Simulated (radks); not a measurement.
Spherical quantum dot in the effective-mass picture: electrons in a parabolic well V = omega^2 r^2 / 2 with omega = 2.16, with a point charge +1 (a donor) at the centre, all in effective atomic units (hartree* = m*/eps^2 hartree, bohr* = eps/m* bohr), one dielectric constant everywhere. Calculated with a radial shooting solver with Libxc functionals: non-relativistic Kohn-Sham, PBEsol, spin-polarised, spherical densities. Levels are named by radial order and angular momentum (1s, 1p, 1d, 2s, ...), and open shells are averaged over m.

N = 7, configuration 1s2 1p(up 3, down 2). This is the lowest configuration that the search found. Occupied and some empty levels:

| level | occupation | eigenvalue (hartree*) | <r> (bohr*) |
|---|---|---|---|
| 1s up | 1 | 7.4875 | 0.7825 |
| 1s down | 1 | 7.5395 | 0.7799 |
| 1p up | 3 | 9.5129 | 1.105 |
| 1p down | 2 | 9.5744 | 1.106 |
| 2s up | 0 | 11.120 | 1.177 |
| 2s down | 0 | 11.161 | 1.180 |
| 1d up | 0 | 11.369 | 1.315 |
| 1d down | 0 | 11.427 | 1.317 |
| 1f up | 0 | 13.261 | 1.485 |
| 1f down | 0 | 13.310 | 1.488 |

Energy (hartree*): total 42.4541, kinetic 14.746, external 10.620, Hartree 21.656, exchange-correlation -4.5680.

Electron density:

| r (bohr*) | n(r) (e/bohr*^3) |
|---|---|
| 0.0433 | 1.828 |
| 0.152 | 1.522 |
| 0.261 | 1.321 |
| 0.370 | 1.189 |
| 0.479 | 1.090 |
| 0.588 | 1.000 |
| 0.696 | 0.9026 |
| 0.805 | 0.7910 |
| 0.914 | 0.6669 |
| 1.02 | 0.5373 |
| 1.13 | 0.4116 |
| 1.24 | 0.2989 |
| 1.35 | 0.2060 |
| 1.46 | 0.1336 |
| 1.57 | 0.08179 |
| 1.68 | 0.04728 |
| 1.78 | 0.02583 |
| 1.89 | 0.01334 |
| 2.00 | 0.006566 |
| 2.11 | 0.003030 |
